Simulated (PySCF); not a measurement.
## Vibration and rotation of SbO⁺

RHF-CCSD(T) constants of SbO⁺, ¹Σ⁺ (singlet), closed shell (basis Sb def2-TZVPPD with ECP28, O def2-TZVPPD; scalar-relativistic core potentials; PySCF 2.14; masses 120.9038 and 15.9949 u):

- ωe: 910.3 cm⁻¹
- ωexe: 4.43 cm⁻¹
- Be: 0.3766 cm⁻¹
- αe: 0.00222 cm⁻¹
- D (centrifugal): 2.58e-07 cm⁻¹
- De to Sb⁺ + O: 5.19 eV

(1) Estimate the standard entropy (1 bar) and heat capacity of the ideal gas at 500 K, rigid rotor with B0 and harmonic oscillator at the fundamental.

Correlated steps freeze 5 core orbitals. Spin–orbit coupling is left out, which matters for elements this heavy, above all for dissociation energies. For an ion De counts to the pair picked by the measured ionisation energies or electron affinities, which need not be the lowest pair at this level. Where the molecule has an RHF reference, its open-shell atoms are computed with UHF. The CCSD T1 diagnostic is raised, a sign that a single reference may not be enough here.

Results:

(1) Translation (Sackur–Tetrode, M = 136.90 u): 181.0 J/(mol K). Rotation: q = kT/(σB0) = 926 with σ = 1, 65.1. Vibration: x = hcν0/kT = 2.59, 2.39. S° = 248.4 J/(mol K); Cp = 7R/2 + 4.88 = 34.0 J/(mol K).
